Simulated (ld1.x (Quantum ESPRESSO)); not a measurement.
## Configuration tests for Ni (PAW)

* Element: nickel
* Generator: ld1.x (Quantum ESPRESSO) 7.5
* Type: PAW
* Functional: PBE
* Relativity: scalar-relativistic
* Frozen core: [Ar]
* Valence charge: 10
* Reference configuration: 3d8 4s2 4p0
* Partial waves: 4s (bound): rcut 2.10, rcutus 2.50 bohr; 4s channel at 0.05 Ry: rcut 2.10, rcutus 2.50 bohr; 4p (bound, empty): rcut 0.75, rcutus 1.00 bohr; 4p channel at 0.6 Ry: rcut 0.75, rcutus 1.00 bohr; 3d (bound): rcut 1.10, rcutus 1.30 bohr; 3d channel at 4.1 Ry: rcut 1.10, rcutus 1.30 bohr
* Local potential: all-electron potential smoothed inside 1.10 bohr (lloc = -1)
* Core correction: Bessel-smoothed model core inside 0.95 bohr
* Augmentation charge: BG, radius 0.65 bohr

Energies are relative to the spin-unpolarised reference configuration 3d8 4s2 4p0; without spin polarisation the order of configurations can differ from experiment. Not all tests gave a result: 2 of 7 tests not solved or not reliable. Left out of the table: 3d8 4s1 4p1 (solver errors, printed error -2.6 eV); 3d8 4s0 4p2 (solver errors, printed error -11.5 eV). The frozen-core shift is the all-electron ΔE with the core orbitals held at their reference shape minus the fully relaxed ΔE.

```csv
valence configuration,charge,ΔE all-electron (eV),error AE − PS (meV),frozen-core shift (meV)
3d8 4s0 4p0,+2,26.673,+43,+9.5
3d7 4s0 4p0,+3,64.140,-172,+208
3d9 4s0 4p0,+1,6.318,-62,+101
```

Q: What are ΔE and the potential's error for 3d8 4s1.5 4p0?

A: ΔE = 3.717 eV all-electron; the error (AE − PS) is -0.5 meV.

Q: What are ΔE and the potential's error for 3d8 4s1 4p0?

A: ΔE = 9.322 eV all-electron; the error (AE − PS) is +0.1 meV.

Levels in the configuration 3d9 4s0 4p0:

```csv
level,all-electron (eV),pseudo (eV)
3d,-12.963,-12.833
```

Note: ghost states, extra bound levels that the all-electron valence spectrum of the same l lacks: s at -660.1 eV, p at -71.4 eV. A true bound ghost makes a file unfit for plane-wave use. The 4p radius (1.00 bohr) lies inside the outermost node of the all-electron wave (1.00 bohr), which a nodeless pseudo-wave cannot match soundly.
